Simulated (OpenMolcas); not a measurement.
## Ge: from CASSCF to CASPT2

* Program: OpenMolcas
* Basis: ANO-RCC-VTZP [6s5p3d1f]
* Scalar Hamiltonian: DKH2, point nucleus
* Active space: 2 electrons in 3 orbitals (4p)
* State averaging: 2S+1 = 3 even, 3 roots; 2S+1 = 1 even, 6 roots
* Spin-orbit coupling: RASSI with atomic mean-field integrals over the reference wave functions, term energies averaged over their components

Methods on the same reference wave functions:
A. CASSCF
B. SS-CASPT2, IPEA 0.25 Eh, imaginary shift 0.1 Eh (closed shells correlated: 3d 4s)
C. XMS-CASPT2, IPEA 0.25 Eh, imaginary shift 0.1 Eh (closed shells correlated: 3d 4s)

Energies in eV above 4s2 4p2 3P0, the measured ground level; measured values from NIST Handbook of Basic Atomic Spectroscopic Data.

```tsv
Level	A	B	C	Measured
4s2 4p2 3P0	0.0000	0.0000	0.0000	0.0000
4s2 4p2 3P1	0.0588	0.0603	0.0603	0.0691
4s2 4p2 3P2	0.1564	0.1571	0.1571	0.1748
4s2 4p2 1D2	1.1804	1.056	1.043	0.8834
4s2 4p2 1S0	2.7576	2.313	2.306	2.0293
```

Deviations, from unrounded energies. A percentage is the sum of absolute deviations over the sum of measured energies, with the sign that they share, or ± where signs differ.

| Against measurement | Levels | A | B | C |
| --- | --- | --- | --- | --- |
| mean absolute deviation (cm-1) | 4 | 2100 | 970 | 930 |
| fine structure of the ground term (%) | 2 | -11.7 | -10.8 | -10.9 |
| other terms of the ground configuration (%) | 2 | +35.2 | +15.7 | +15.0 |

B, C lie about equally close to measurement and A furthest from it. The largest miss of C in the table is 4s2 4p2 1S0, by +2200 cm-1. The ranking rests on the paired levels alone, and a cruder setting can come out closer through cancelling errors.

Between B and C the level of the table that moves most is 4s2 4p2 1D2, by 100 cm-1 (lowest in C, highest in B). Moves below CASPT2's spread within the term are not significant.

The mean deviations of B to C differ by less than CASPT2's widest spread within a term (470 cm-1), so their order carries little weight.

From A to B the spin-free energies of the other terms of 4s2 4p2 shown, above 3P, scale by factors of 0.83 to 0.88.

The lowest spin-free term lies below A's lowest term by 0.444 hartree in B, 0.448 hartree in C.

CASPT2 does not keep the components of a term degenerate, so their means are used; among the terms shown or strongly mixed into the levels shown the widest spread is 470 cm-1 (4s2 4p2 1D, C). With the s shell closed, the reference lacks s² → p² mixing. Without dynamic correlation excited terms often stand tens of per cent too high (terms of higher spin than the ground term too low), and those without a measured partner can miss by more than the paired ones (holds for A). Some terms miss by over 15 % even with CASPT2, which points to a basis or an active space too small for the shells correlated (holds for B; C). Measured partners are found by configuration, term and J. A level has none where our copy of the source lacks it or the pairing is in doubt (some pairs that miss far off the trend of their configuration count as doubtful), and it then counts in no deviation. Levels of configurations outside the active space are missing.
